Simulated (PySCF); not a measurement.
Ba: electron affinity

Ba⁻ [Xe] 5d1 6s2 (2D) → Ba [Xe] 6s2 (1S), as a difference of total energies. Computed with PySCF 2.14 in def2-QZVPPD with the def2 core potential (46 electrons) (7s5p3d2f1g, 60 functions), with scalar relativity through the core potential. Correlated levels: valence: 5s2 5p6 frozen. The calculations carry no spin-orbit coupling.

```tsv
method	electron affinity (eV)
UHF	-0.948
MP2 (valence)	-0.769
SCS-MP2 (valence)	-0.811
CCSD (valence)	-0.595
CCSD(T) (valence)	-0.528
CCSDT (valence)	-0.475
```

The configuration of this anion was assumed by filling the next shell in order. It is not the known or likely ground configuration (Ca⁻, Sr⁻ and Ba⁻, for instance, bind a p electron), so these values are not the electron affinity of the element.

A negative affinity means that the anion lies above the atom at that level of theory.

The coupled-cluster amplitudes are large for Ba⁻ (T1 above 0.03 or a double amplitude above 0.15), so a single reference is strained.
